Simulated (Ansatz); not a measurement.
```yaml
crystal:
  periodic: [false, false, false]
  atoms:
    - {symbol: N, position_ang: [-0.984458, 0.651702, -0.528806]}
    - {symbol: C, position_ang: [-0.650967, -0.572363, -0.038898]}
    - {symbol: C, position_ang: [0.166623, -0.810378, 1.003798]}
    - {symbol: In, position_ang: [2.023014, 0.116674, -1.119909]}
    - {symbol: H, position_ang: [-1.500439, 0.727352, -1.384402]}
    - {symbol: H, position_ang: [-0.465197, 1.460514, -0.215237]}
    - {symbol: H, position_ang: [-1.087591, -1.406028, -0.581653]}
    - {symbol: H, position_ang: [0.569680, -0.006937, 1.607476]}
    - {symbol: H, position_ang: [0.353054, -1.830440, 1.306674]}
    - {symbol: H, position_ang: [-0.984458, 0.651702, -0.528806]}
basis:
  gaussian: {orbitals: def2-mTZVPP}
hamiltonian: {xc: {name: BLYP}}
scf: {lower_state_search: off}
output: {forces: true}
```

```sh
$ ansatz run in.yaml --threads 4 --pin off --events-out ev --progress --plain --max-ram 10444MiB
```

Question: How does Ansatz answer? (Estimate.)

Answer: Ansatz gave: The program refused the input.
```
Error: two nuclei lie on one point
```
